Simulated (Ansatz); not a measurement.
A nudged elastic band was laid between two geometries of AlBClH$_{5}$O$_{2}$ (10 atoms, charge 0, multiplicity 1).

All numbers below come from RKS r2SCAN-D4/def2-SVP in Ansatz.

| Property | Result |
| --- | --- |
| movable images | 7 |
| climbing image | yes |
| spring | 5.0 eV/Å² |
| optimiser | quadratic models (default) |
| start path | through a guess of the saddle point |
| force threshold | 0.05 eV/Å |
| iteration limit | 60 |
| end points | relaxed |

First end point:

```xyz
10
Properties=species:S:1:pos:R:3
B 0.372 0.093 0.574
H 0.518 -0.946 1.165
O 1.051 0.494 -0.503
H 1.667 -0.157 -0.859
Cl -2.351 0.720 -1.523
O -0.575 1.014 1.045
Al -1.735 2.213 -0.095
H -2.787 2.480 1.074
H -0.766 3.342 -0.637
H -1.049 0.735 1.843
```

Last end point:

```xyz
10
Properties=species:S:1:pos:R:3
B -0.199 0.493 -0.676
H -0.325 -0.768 2.060
O 1.126 0.522 -0.965
H 1.461 -0.339 -1.242
Cl -1.097 -1.062 -0.858
O -0.849 1.582 -0.267
Al -1.706 2.937 0.317
H -2.393 3.869 -0.755
H -1.743 3.149 1.881
H 0.070 -0.394 2.590
```

Q: Which bonds break or form, and what moves?

A: Bonds broken: B1–H2, Cl5–Al7, O6–H10. Bonds formed: B1–Cl5, H2–H10. AlBClH5O2 becomes AlBClH3O2 + H2.

Q: Give the energies along the band, and the barrier.

A: The run ended unconverged. The highest image is number 4 of 0 to 8, 52.4 kcal/mol above the first end and 42.6 kcal/mol above the last; the last end lies 9.8 kcal/mol above the first. The band didn't meet its force threshold, so its energies are provisional: the largest band force was still 0.47 eV/Å, and over the last iterations the top moved between 2.27 and 2.34 eV. Neighbouring images lie up to 2.4 Å apart, so the band is torn or far too coarse. The orbitals stay closed-shell, which can raise the energy where a bond breaks towards radicals; this wasn't checked here.

| image | path coordinate (Å) | energy (kcal/mol) | B1–H2 (Å) | Cl5–Al7 (Å) | O6–H10 (Å) |
| --- | --- | --- | --- | --- | --- |
| 0 | 0.00 | 0.0 | 1.20 | 2.16 | 0.97 |
| 1 | 2.36 | 19.3 | 1.21 | 2.37 | 0.97 |
| 2 | 4.71 | 7.3 | 1.21 | 3.61 | 0.96 |
| 3 | 7.07 | 29.5 | 1.21 | 3.16 | 0.96 |
| 4 | 9.43 | 52.4 | 1.40 | 2.96 | 1.23 |
| 5 | 10.47 | 14.9 | 2.32 | 2.97 | 2.18 |
| 6 | 11.50 | 10.4 | 3.08 | 3.12 | 2.90 |
| 7 | 12.55 | 10.5 | 3.04 | 3.88 | 3.06 |
| 8 | 13.59 | 9.8 | 3.02 | 4.21 | 3.59 |

Run time: 14 min on 4 threads of Arm Neoverse V2, on a shared host, peak memory 0.18 GiB.
